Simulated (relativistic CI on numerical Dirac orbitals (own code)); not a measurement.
**Energy levels of Tl65+**

Method of calculation: Dirac-Coulomb-Breit CI, KLI orbitals optimised for each configuration, a model potential for QED, unscaled Slater integrals (own radial code, finite nucleus).

Configurations in the expansion (outside the closed core [Ne]): 3s2.3p4, 3s2.3p3.3d, 3s.3p5, 3p6, 3s.3p4.3d, 3s.3p3.3d2, 3p5.3d, 3s2.3p2.3d.4p, 3s2.3p3.4s, 3s.3p3.3d.4s, 3p5.4s, 3p5.4p, 3s2.3p2.3d2, 3s2.3p.3d3, 3s.3p2.3d3, 3s2.3p.3d2.4s, 3p4.3d2, 3p3.3d3, 3p3.3d2.4s, 3s2.3p2.3d.4s, 3s.3p2.3d2.4s, 3s2.3p.3d.4s2. Double excitations out of closed p, d and f shells are left out; levels of such configurations are missing from the list, as are those of other unlisted configurations, and high levels can miss mixing partners.

The lowest level is 3s2.3p4 3P_2, with 68 % of that term; Hund's rules for 3s2.3p4 give 3P with J = 2, in agreement.

```tsv
No.	Configuration	Term	J	E (10³ cm⁻¹)	%	Next component (%)
1	3s2.3p4	3P	2	0.0	68	32 1D
2	3s2.3p4	1S	0	181.5	64	35 3P
3	3p3(2P°).3d	3D°	2	2126.9	32	29 3F°
4	3p3(2P°).3d	3D°	1	2207.4	34	27 3P°
5	3p3(2P°).3d	3P°	0	2209.0	63	25 5D°
6	3p3(2P°).3d	3F°	3	2210.7	28	21 3G°
7	3p3(2P°).3d	3F°	4	3147.9	51	25 5D°
8	3p3(2D°).3d	3D°	2	3217.5	34	29 3P°
9	3p3(2P°).3d	3D°	3	3386.0	44	20 1F°
10	3p3(4S°).3d	3D°	1	3492.2	34	29 3P°
11	3p2(1S).3d2(3F)	3F	2	4350.8	40	22 5G
12	3s2.3p4	3P	1	4356.0	99	
13	3s2.3p4	1D	2	4442.2	67	32 3P
14	3p2(3P).3d2(1S)	3P	0	4584.8	59	27 5D
15	3p2(1S).3d2(3F)	3F	3	5420.4	33	21 5G
16	3p2(1S).3d2(3P)	3P	2	5521.6	23	19 3F
17	3p2(1S).3d2(1G)	1G	4	5567.3	25	24 3F
18	3p2(1S).3d2(3P)	3P	1	5569.3	37	32 5D
19	3s.3p5	3P°	2	6070.8	85	7 3s2.3p3.3d 3P°
20	3s.3p5	1P°	1	6246.3	33	20 3P°
21	3p3(2D°).3d	3F°	2	6392.8	44	30 5D°
22	3p3(4S°).3d	5D°	0	6406.8	54	23 1S°
23	3p3(2D°).3d	3D°	1	6426.4	43	29 5D°
24	3p3(2D°).3d	3G°	3	6466.2	35	27 3F°
25	3p3(2D°).3d	3G°	4	6536.0	50	38 1G°
26	3p2(1S).3d2(3F)	3F	4	6571.5	30	16 3G
27	3p2(1S).3d2(3P)	3P	2	6658.2	21	19 3F
28	3p3(2P°).3d	3F°	2	6662.3	67	21 1D°
29	3p3(2D°).3d	3D°	3	6790.2	37	25 1F°
30	3p3(2D°).3d	3D°	2	6864.8	32	26 3P°
31	3p2(3P).3d2(1S)	3P	0	6901.2	62	22 1S
32	3p3(2D°).3d	3S°	1	6924.0	33	27 3P°
33	3p3(2P°).3d	3D°	1	7037.8	37	28 1P°
34	3p3(2D°).3d	3D°	3	7376.4	53	26 5D°
35	3p3(4S°).3d	5D°	4	7377.2	53	22 3G°
36	3p3(2D°).3d	3F°	4	7492.1	71	26 1G°
37	3p3(2D°).3d	3G°	5	7519.6	99	
38	3p3(4S°).3d	3D°	1	7528.0	47	26 1P°
39	3p3(2D°).3d	1S°	0	7548.8	54	44 3P°
40	3p3(2P°).3d	3D°	2	7690.3	45	38 3P°
41	3p3(2P°).3d	1F°	3	7752.8	36	34 3F°
42	3p3(4S°).3d	3D°	2	7784.0	47	18 1D°
43	3p3(2D°).3d	3S°	1	7811.8	38	31 1P°
44	3p3(2D°).3d	1F°	3	7860.6	46	28 3D°
45	3p3(2D°).3d	3P°	2	7887.3	44	40 1D°
46	3s.3p4(3P)<4P>.3d	5D	2	8051.7	33	24 3D
47	3s.3p4(3P)<4P>.3d	5P	1	8090.1	36	21 5D
48	3s.3p4(3P)<4P>.3d	5D	3	8130.9	33	19 3D
49	3s.3p4(3P)<4P>.3d	3F	4	8192.9	37	26 5F
50	3s.3p4(1S)<2S>.3d	3D	1	8333.2	44	13 5P
51	3s.3p4(3P)<2P>.3d	3P	0	8423.7	58	14 5D
52	3s.3p4(3P)<2P>.3d	3D	2	8426.0	20	14 1D
53	3s.3p4(1S)<2S>.3d	3D	1	8467.2	34	19 3s2.3p2.3d2 5F
54	3s.3p4(1D)<2D>.3d	3G	3	8472.0	25	22 3F
55	3s.3p4(1S)<2S>.3d	3D	2	8494.3	34	14 1D
56	3p2(3P).3d2(3F)	5G	3	8697.4	28	25 3G
57	3p2(3P).3d2(3F)	5F	1	8721.5	34	23 3D
58	3p2(1D).3d2(3F)	3H	4	8735.6	36	22 1G
59	3p2(3P).3d2(3F)	5G	2	8744.2	15	14 3s.3p4.3d 3D
60	3s2.3p4	3P	0	8868.3	63	34 1S
61	3s.3p4(3P)<4P>.3d	5F	5	9053.6	67	29 3G
62	3p2(3P).3d2(1S)	3P	1	9055.2	34	23 5D
63	3p2(1D).3d2(3F)	3F	2	9076.1	25	20 3D
64	3s.3p4(1D)<2D>.3d	3F	4	9076.9	44	40 5D
65	3p2(3P).3d2(3F)	3F	3	9161.5	22	17 3G
66	3p2(1D).3d2(3F)	3D	1	9172.4	25	23 3P
67	3p2(1D).3d2(3P)	3D	2	9202.3	20	18 3F
68	3s.3p4(3P)<4P>.3d	3P	0	9211.3	40	24 3s2.3p2.3d2 3P
69	3s.3p4(3P)<4P>.3d	3P	0	9293.1	39	26 3s2.3p2.3d2 3P
70	3s.3p4(3P)<4P>.3d	3P	1	9300.6	40	16 1P
```

Energies count from the lowest computed level; ° marks odd parity. Percentages are summed over parent terms; the parents shown are those of the largest component, closed shells are left out there, and <> holds an intermediate term.

The mean weight of the leading LS term, summed over parents, in these 70 levels is 43 %, and that of the leading jj configuration (from the same eigenvectors) 90 %, so jj coupling describes them better and the LS labels are nominal.

At this charge energies of transitions that change n are usually good to better than 1 %, and those within a shell (Δn = 0) to a few per cent.

LS names give the leading component of a level, which can be under half, so a name can repeat, a term be missing and a line seem to break the LS rules.
